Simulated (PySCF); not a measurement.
PySCF input (BP86/def2-SVP):

```python
from pyscf import gto, dft

mol = gto.M(
    atom='''
    C    -1.90478400   -0.06932000    0.34453200
    S    -0.35085700    0.45431900   -0.46775200
    B     0.86280300   -0.49024300    0.43719900
    F     2.15286900   -0.43633400    0.19594000
    H    -2.05182400   -1.13884500    0.22493900
    H    -1.88821000    0.19515400    1.39790000
    H    -2.70737800    0.46873900   -0.15544600
    ''',
    basis='def2-svp',
    charge=0,
    spin=1,
    verbose=4,
)

mf = dft.UKS(mol, xc='bp86')
mf.grids.level = 3
mf.conv_tol = 1e-9
mf.max_cycle = 100
mf.max_memory = 1500
mf.kernel()
if not mf.converged:
    mf = mf.newton()
    mf.kernel(mf.make_rdm1())
mo, _, stable, _ = mf.stability(return_status=True)
if not stable:
    mf.kernel(mf.make_rdm1(mo, mf.mo_occ))
    stable = mf.stability(return_status=True)[2]
mf.dip_moment()
```

From the output:

```
XC functionals = bp86
    A. D. Becke,  Phys. Rev. A 38, 3098 (1988)
    J. P. Perdew,  Phys. Rev. B 33, 8822 (1986)
    J. P. Perdew,  Phys. Rev. B 34, 7406–7406 (1986)
radial grids:
    Treutler-Ahlrichs [JCP 102, 346 (1995); DOI:10.1063/1.469408] (M4) radial grids

becke partition: Becke, JCP 88, 2547 (1988); DOI:10.1063/1.454033
pruning grids: <function nwchem_prune>
grids dens level: 3
symmetrized grids: False
atomic radii adjust function: <function treutler_atomic_radii_adjust>
small_rho_cutoff = 0
Set gradient conv threshold to 3.16228e-05
tot grids = 90736
init E= -562.807132041993
  alpha nocc = 20  HOMO = -0.172428088267837  LUMO = -0.0807971356285879
  beta  nocc = 19  HOMO = -0.292671618410092  LUMO = -0.172428088267837

WARN: HOMO -0.172428088267837 >= LUMO -0.172428088267837

cycle= 1 E= -562.540784635807  delta_E= 0.266  |g|= 0.34  |ddm|= 2.07
  alpha nocc = 20  HOMO = -0.15669291544229  LUMO = -0.0201887556248259
  beta  nocc = 19  HOMO = -0.212372203638487  LUMO = -0.0935697191944724
  HOMO = -0.156692915442  LUMO = -0.0935697191945  gap/eV = 1.71767
cycle= 2 E= -562.399971824246  delta_E= 0.141  |g|= 0.722  |ddm|= 0.777
  alpha nocc = 20  HOMO = -0.161360577721542  LUMO = -0.0263756841853793
  beta  nocc = 19  HOMO = -0.226370110396681  LUMO = -0.0922625975473124
  HOMO = -0.161360577722  LUMO = -0.0922625975473  gap/eV = 1.88025
cycle= 3 E= -562.58356531804  delta_E= -0.184  |g|= 0.0842  |ddm|= 0.523
  alpha nocc = 20  HOMO = -0.168320306447702  LUMO = -0.0317943829547231
  beta  nocc = 19  HOMO = -0.242224709575735  LUMO = -0.096616939574369
  HOMO = -0.168320306448  LUMO = -0.0966169395744  gap/eV = 1.95115
cycle= 4 E= -562.586722594491  delta_E= -0.00316  |g|= 0.0298  |ddm|= 0.11
  alpha nocc = 20  HOMO = -0.171978633469883  LUMO = -0.0338248950108433
  beta  nocc = 19  HOMO = -0.24169640390548  LUMO = -0.097478052485513
  HOMO = -0.17197863347  LUMO = -0.0974780524855  gap/eV = 2.02726
cycle= 5 E= -562.587100128515  delta_E= -0.000378  |g|= 0.0128  |ddm|= 0.0461
  alpha nocc = 20  HOMO = -0.170239079920905  LUMO = -0.0315265974948988
  beta  nocc = 19  HOMO = -0.240933385405408  LUMO = -0.0948310681062385
  HOMO = -0.170239079921  LUMO = -0.0948310681062  gap/eV = 2.05196
cycle= 6 E= -562.587211196323  delta_E= -0.000111  |g|= 0.00269  |ddm|= 0.0213
  alpha nocc = 20  HOMO = -0.170595842074033  LUMO = -0.0316350107158216
  beta  nocc = 19  HOMO = -0.240619444952402  LUMO = -0.0947853127784843
  HOMO = -0.170595842074  LUMO = -0.0947853127785  gap/eV = 2.06291
cycle= 7 E= -562.587215274149  delta_E= -4.08e-06  |g|= 0.00145  |ddm|= 0.00541
  alpha nocc = 20  HOMO = -0.170542040631657  LUMO = -0.0315299830232907
  beta  nocc = 19  HOMO = -0.240779079275093  LUMO = -0.0945941546058902
  HOMO = -0.170542040632  LUMO = -0.0945941546059  gap/eV = 2.06665
cycle= 8 E= -562.587216700765  delta_E= -1.43e-06  |g|= 0.000329  |ddm|= 0.00218
  alpha nocc = 20  HOMO = -0.170545149976332  LUMO = -0.0314618105903759
  beta  nocc = 19  HOMO = -0.240724157637855  LUMO = -0.0945173034873688
  HOMO = -0.170545149976  LUMO = -0.0945173034874  gap/eV = 2.06882
cycle= 9 E= -562.58721674305  delta_E= -4.23e-08  |g|= 9.54e-05  |ddm|= 0.00056
  alpha nocc = 20  HOMO = -0.170561311232179  LUMO = -0.0314583877826644
  beta  nocc = 19  HOMO = -0.2407403833683  LUMO = -0.0945193047242645
  HOMO = -0.170561311232  LUMO = -0.0945193047243  gap/eV = 2.06921
cycle= 10 E= -562.587216749232  delta_E= -6.18e-09  |g|= 1.97e-05  |ddm|= 0.000165
  alpha nocc = 20  HOMO = -0.170558142573779  LUMO = -0.0314522220789821
  beta  nocc = 19  HOMO = -0.2407398327787  LUMO = -0.0945155269668279
  HOMO = -0.170558142574  LUMO = -0.0945155269668  gap/eV = 2.06922
cycle= 11 E= -562.587216749555  delta_E= -3.23e-10  |g|= 1.11e-05  |ddm|= 4.4e-05
  alpha nocc = 20  HOMO = -0.170559187158527  LUMO = -0.031452721231088
  beta  nocc = 19  HOMO = -0.240740493886119  LUMO = -0.094517121700747
  HOMO = -0.170559187159  LUMO = -0.0945171217007  gap/eV = 2.06921
Extra cycle  E= -562.587216749477  delta_E= 7.87e-11  |g|= 1.95e-05  |ddm|= 2.42e-05
converged SCF energy = -562.587216749477  <S^2> = 0.75313478  2S+1 = 2.0031323
uhf_internal: lowest eigs of H = [0.41318813 0.43009615 0.47534618]
<class 'pyscf.dft.uks.UKS'> wavefunction is stable in the internal stability analysis
Dipole moment(X, Y, Z, Debye): -1.85725, -0.00365,  0.26320
```

The geometry given is a B3LYP-D3(BJ)/def2-TZVP minimum.
